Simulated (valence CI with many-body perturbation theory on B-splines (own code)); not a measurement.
Mo35+: electric-dipole lines

Calculated by relativistic CI+MBPT: five valence electrons over a frozen Dirac-Fock core [He], a basis of 9 s, 9 p, 8 d, 6 f, 3 g, 1 h functions for each j, with the one-electron correlation potential Σ1, the two-electron term Σ2, the three-electron term Σ3, Breit, model QED; selected CI, second order for the rest (own B-spline code, finite nucleus).

The last digits are not significant, and no measured levels were compared; by estimate large intervals hold to a few tenths of a per cent, small ones and those within an open d or f shell to about a per cent. Among the levels kept, up to 2000 cm⁻¹ of a level comes from second order outside the variational space, and about a tenth of that is noise between levels of different J, which matters for small intervals.

Lines 101 to 150 of 254 in falling wavelength, among levels below 3021.4 eV, chosen from the strongest by gf and those to the six lowest levels. Wavelengths and rates use the calculated energies. Electric multipoles are in the length gauge, E1 and E2 with the static RPA response of the core. Weak lines are less certain than strong ones. Lines between different terms over intervals too small for the method are left out, as are lines whose strength nearly cancels. The highest levels of a list are the least certain.

Levels are named by their leading jj configuration (3d3/2^4 stands for four electrons in 3d with j = 3/2), which in mixed levels can hold well under half, so a name can repeat and another be missing. Letters in brackets count levels of one name in rising energy.

| λ vac (Å) | Upper | Lower | A (s⁻¹) | S (a.u.) |
| --- | --- | --- | --- | --- |
| 43.83 | (2s 2p1/2 2p3/2^3) J=1/2 | (2s^2 2p1/2 2p3/2^2) J=1/2 | 1.25e+11 | 1.04e-02 |
| 43.79 | (2s 2p1/2^2 2p3/2 3p1/2) J=3/2 [b] | (2s^2 2p1/2^2 3p1/2) J=1/2 | 1.46e+11 | 2.42e-02 |
| 43.53 | (2p1/2 2p3/2^4) J=1/2 | (2s 2p1/2 2p3/2^3) J=3/2 [b] | 3.69e+11 | 3.01e-02 |
| 43.47 | (2s 2p1/2^2 2p3/2 3s) J=3/2 [b] | (2s^2 2p1/2^2 3s) J=1/2 | 1.44e+11 | 2.34e-02 |
| 42.06 | (2s 2p1/2 2p3/2^3) J=3/2 [b] | (2s^2 2p1/2 2p3/2^2) J=1/2 | 7.31e+10 | 1.07e-02 |
| 41.86 | (2s 2p1/2 2p3/2^3) J=5/2 | (2s^2 2p1/2 2p3/2^2) J=3/2 | 4.76e+09 | 1.03e-03 |
| 41.78 | (2p1/2 2p3/2^4) J=1/2 | (2s 2p1/2 2p3/2^3) J=1/2 | 1.19e+11 | 8.58e-03 |
| 41.39 | (2s 2p1/2^2 2p3/2^2) J=1/2 | (2s^2 2p1/2^2 2p3/2) J=3/2 | 1.64e+11 | 1.15e-02 |
| 41.29 | (2s 2p1/2^2 2p3/2^2) J=3/2 | (2s^2 2p1/2^2 2p3/2) J=3/2 | 2.47e+11 | 3.43e-02 |
| 41.26 | (2s 2p3/2^4) J=1/2 | (2s^2 2p3/2^3) J=3/2 | 4.01e+11 | 2.78e-02 |
| 41.07 | (2p1/2^2 2p3/2^3) J=3/2 | (2s 2p1/2^2 2p3/2^2) J=3/2 | 1.96e+11 | 2.68e-02 |
| 39.26 | (2s 2p1/2 2p3/2^3) J=3/2 [b] | (2s^2 2p1/2 2p3/2^2) J=5/2 | 3.70e+11 | 4.42e-02 |
| 38.78 | (2s 2p1/2 2p3/2^3) J=1/2 | (2s^2 2p1/2 2p3/2^2) J=3/2 | 2.77e+11 | 1.60e-02 |
| 35.54 | (2p1/2^2 2p3/2^3) J=3/2 | (2s 2p1/2^2 2p3/2^2) J=5/2 | 7.17e+10 | 6.35e-03 |
| 33.33 | (2s 2p1/2 2p3/2^3) J=3/2 [a] | (2s^2 2p1/2^2 2p3/2) J=3/2 | 1.79e+10 | 1.31e-03 |
| 29.63 | (2s 2p1/2 2p3/2^3) J=1/2 | (2s^2 2p1/2^2 2p3/2) J=3/2 | 1.99e+10 | 5.12e-04 |
| 28.81 | (2s 2p1/2 2p3/2^3) J=3/2 [b] | (2s^2 2p1/2^2 2p3/2) J=3/2 | 1.81e+10 | 8.54e-04 |
| 28.41 | (2s 2p3/2^4) J=1/2 | (2s^2 2p1/2 2p3/2^2) J=3/2 | 3.28e+10 | 7.43e-04 |
| 4.989 | (2s^2 2p1/2^2 3p3/2) J=3/2 | (2s 2p1/2^2 2p3/2^2) J=5/2 | 9.58e+10 | 2.35e-05 |
| 4.810 | (2s^2 2p1/2 2p3/2 3p1/2) J=3/2 [b] | (2s 2p1/2^2 2p3/2^2) J=5/2 | 2.98e+11 | 6.55e-05 |
| 4.804 | (2s^2 2p1/2 2p3/2 3p3/2) J=5/2 [a] | (2s 2p1/2^2 2p3/2^2) J=5/2 | 1.47e+11 | 4.82e-05 |
| 4.770 | (2s^2 2p1/2 2p3/2 3p3/2) J=3/2 [b] | (2s 2p1/2^2 2p3/2^2) J=5/2 | 9.23e+11 | 1.98e-04 |
| 4.767 | (2s 2p1/2^2 2p3/2 3s) J=3/2 [a] | (2s 2p1/2^2 2p3/2^2) J=1/2 | 4.80e+12 | 1.03e-03 |
| 4.756 | (2s^2 2p1/2 2p3/2 3p3/2) J=5/2 [b] | (2s 2p1/2^2 2p3/2^2) J=5/2 | 4.58e+11 | 1.46e-04 |
| 4.725 | (2s^2 2p1/2 2p3/2 3s) J=1/2 | (2s^2 2p1/2 2p3/2^2) J=1/2 | 5.92e+12 | 6.17e-04 |
| 4.719 | (2s 2p1/2 2p3/2^2 3s) J=3/2 | (2s 2p1/2 2p3/2^3) J=3/2 [a] | 1.26e+13 | 2.61e-03 |
| 4.714 | (2s 2p1/2^2 2p3/2 3s) J=5/2 | (2s 2p1/2^2 2p3/2^2) J=5/2 | 4.47e+12 | 1.39e-03 |
| 4.705 | (2s 2p1/2^2 2p3/2 3s) J=1/2 | (2s 2p1/2^2 2p3/2^2) J=3/2 | 1.08e+13 | 1.11e-03 |
| 4.705 | (2s^2 2p1/2 2p3/2 3s) J=3/2 [b] | (2s^2 2p1/2 2p3/2^2) J=1/2 | 6.06e+12 | 1.25e-03 |
| 4.700 | (2s 2p1/2^2 2p3/2 3s) J=3/2 [b] | (2s 2p1/2^2 2p3/2^2) J=3/2 | 8.09e+12 | 1.66e-03 |
| 4.697 | (2s^2 2p1/2 2p3/2 3s) J=3/2 [a] | (2s^2 2p1/2 2p3/2^2) J=5/2 | 1.50e+12 | 3.07e-04 |
| 4.691 | (2s^2 2p3/2^2 3s) J=5/2 | (2s^2 2p3/2^3) J=3/2 | 2.58e+12 | 7.87e-04 |
| 4.684 | (2s 2p1/2^2 2p3/2 3s) J=3/2 [a] | (2s 2p1/2^2 2p3/2^2) J=5/2 | 1.32e+13 | 2.69e-03 |
| 4.682 | (2s^2 2p3/2^2 3s) J=3/2 | (2s^2 2p3/2^3) J=3/2 | 1.76e+13 | 3.56e-03 |
| 4.675 | (2s^2 2p1/2^2 3d3/2) J=3/2 | (2s^2 2p1/2 2p3/2^2) J=1/2 | 1.20e+11 | 2.41e-05 |
| 4.675 | (2s^2 2p1/2 2p3/2 3s) J=5/2 | (2s^2 2p1/2 2p3/2^2) J=5/2 | 6.82e+12 | 2.06e-03 |
| 4.673 | (2s^2 2p1/2^2 3s) J=1/2 | (2s^2 2p1/2^2 2p3/2) J=3/2 | 1.55e+13 | 1.56e-03 |
| 4.670 | (2s^2 2p1/2 2p3/2 3d3/2) J=3/2 [a] | (2s^2 2p3/2^3) J=3/2 | 1.45e+12 | 2.92e-04 |
| 4.669 | (2s^2 2p1/2 2p3/2 3s) J=3/2 [a] | (2s^2 2p1/2 2p3/2^2) J=3/2 | 5.85e+12 | 1.18e-03 |
| 4.667 | (2s^2 2p1/2 2p3/2 3s) J=3/2 [b] | (2s^2 2p1/2 2p3/2^2) J=5/2 | 1.23e+13 | 2.47e-03 |
| 4.666 | (2s^2 2p1/2 2p3/2 3d3/2) J=1/2 [a] | (2s^2 2p3/2^3) J=3/2 | 2.17e+11 | 2.17e-05 |
| 4.660 | (2s^2 2p1/2 2p3/2 3s) J=1/2 | (2s^2 2p1/2 2p3/2^2) J=3/2 | 1.54e+13 | 1.53e-03 |
| 4.647 | (2s^2 2p1/2 2p3/2 3s) J=5/2 | (2s^2 2p1/2 2p3/2^2) J=3/2 | 4.29e+11 | 1.27e-04 |
| 4.645 | (2s^2 2p1/2 2p3/2 3d5/2) J=5/2 [a] | (2s^2 2p3/2^3) J=3/2 | 3.43e+11 | 1.02e-04 |
| 4.643 | (2s^2 2p1/2 2p3/2 3d5/2) J=3/2 [a] | (2s^2 2p3/2^3) J=3/2 | 3.60e+11 | 7.11e-05 |
| 4.640 | (2s^2 2p1/2 2p3/2 3s) J=3/2 [b] | (2s^2 2p1/2 2p3/2^2) J=3/2 | 2.74e+12 | 5.41e-04 |
| 4.637 | (2s^2 2p3/2^2 3s) J=1/2 | (2s^2 2p3/2^3) J=3/2 | 7.76e+12 | 7.63e-04 |
| 4.630 | (2s^2 2p1/2 2p3/2 3d3/2) J=5/2 [b] | (2s^2 2p3/2^3) J=3/2 | 7.42e+10 | 2.18e-05 |
| 4.618 | (2s 2p1/2^2 2p3/2 3s) J=3/2 [b] | (2s 2p1/2^2 2p3/2^2) J=5/2 | 2.14e+12 | 4.16e-04 |
| 4.614 | (2s^2 2p1/2 2p3/2 3d5/2) J=5/2 [b] | (2s^2 2p3/2^3) J=3/2 | 7.78e+10 | 2.26e-05 |
